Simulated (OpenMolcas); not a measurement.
**Rh2+: effect of the IPEA shift**

| Quantity | Value |
| --- | --- |
| Program | OpenMolcas 26.06 |
| Basis | ANO-RCC-VTZP [7s6p4d2f1g] |
| Scalar Hamiltonian | DKH2, point nucleus |
| Active space | 7 electrons in 5 orbitals (4d) |
| State averaging | 2S+1 = 4 even, 10 roots; 2S+1 = 2 even, 40 roots |
| Spin-orbit coupling | state interaction with AMFI integrals over the reference wave functions, term energies averaged over their components |

Methods on the same reference wave functions:
A. CASSCF
B. MS-CASPT2, IPEA 0 Eh, imaginary shift 0.1 Eh (closed shells correlated: 4s 4p)
C. MS-CASPT2, IPEA 0.25 Eh, imaginary shift 0.1 Eh (closed shells correlated: 4s 4p)

Energies in cm⁻¹ above 4d⁷ ⁴F_9/2, the measured ground level; measured values from the list in Shadmi, J. Res. Natl. Bur. Stand. 70A, 435 (1966).

```csv
Level,A,B,C,Measured
4d⁷ ⁴F_9/2,0.0,0.0,0.0,0.0
4d⁷ ⁴F_7/2,2066,2100,2090,2148
4d⁷ ⁴F_5/2,3432,3430,3420,3486
4d⁷ ⁴F_3/2,4313,4270,4270,4322
4d⁷ ⁴P_5/2,14980,11430,11800,11062
4d⁷ ⁴P_3/2,15061,11340,11740,10997
4d⁷ ²G_9/2,15551,12970,13640,
4d⁷ ⁴P_1/2,16416,12800,13190,
4d⁷ ²G_7/2,17617,14970,15680,
4d⁷ ²P_3/2 [52 %],20400,16240,16760,
4d⁷ ²H_11/2,20600,17890,18410,
4d⁷ ²P_1/2,22508,18200,18640,
4d⁷ ²D_5/2(1),22529,18370,19140,
4d⁷ ²H_9/2,22631,19930,20470,
4d⁷ ²D_3/2(1) [70 %],25986,21650,22440,
4d⁷ ²F_5/2,34263,27170,28010,
4d⁷ ²F_7/2,35245,28200,29040,
4d⁷ ²D_3/2(2),53444,44500,44670,
4d⁷ ²D_5/2(2),54438,45340,45650,
```

Deviations, from unrounded energies. A percentage is the sum of absolute deviations over the sum of measured energies, with the sign that they share, or ± where signs differ.

| Against measurement | Levels | A | B | C |
| --- | --- | --- | --- | --- |
| mean absolute deviation (cm-1) | 5 | 1600 | 170 | 330 |
| fine structure of the ground term (%) | 3 | -1.4 | -1.6 | -1.7 |
| other terms of the ground configuration (%) | 2 | +36.2 | +3.2 | +6.7 |

B lies closest to measurement on these levels and A furthest from it. The largest miss of B in the table is 4d⁷ ⁴P_5/2, by +360 cm-1. The ranking rests on the paired levels alone, and a cruder setting can come out closer through cancelling errors.

Between B and C the level of the table that moves most is 4d⁷ ²F_5/2, by 840 cm-1 (lowest in B, highest in C). Moves below CASPT2's spread within the term are not significant.

The mean deviations of B to C differ by less than CASPT2's widest spread within a term (920 cm-1), so their order carries little weight.

From A to B the spin-free energies of the other terms of 4d⁷ shown, above ⁴F, scale by factors of 0.74 to 0.86, as is usual when dynamic correlation screens the repulsion within a d or f shell.

The lowest spin-free term lies below A's lowest term by 0.482 hartree in B, 0.470 hartree in C.

CASPT2 does not keep the components of a term degenerate, so their means are used; among the terms shown or strongly mixed into the levels shown the widest spread is 920 cm-1 (4d⁷ ⁴F, B). Levels of configurations with an s electron are missing; early in the row they begin among the upper levels of the d shell and mix with terms of their name. Without dynamic correlation excited terms often stand tens of per cent too high (terms of higher spin than the ground term too low), and those without a measured partner can miss by more than the paired ones (holds for A). The CASPT2 spread within a term exceeds the gap to the next term for 4d⁷ ²H and 4d⁷ ²D(1), so the order of their levels is uncertain (holds for B). Computed and measured levels are paired by configuration, term and J; levels that our copy of the source lacks, or whose pairing is in doubt (as where it misses far off the trend of its configuration), stay unpaired and out of the deviations. Only configurations of the active space appear.

A share in square brackets marks a mixed level and gives the weight of the term that names it, the lowest over the columns. A number in round brackets counts repeated terms of one configuration in the order of the reference energies.
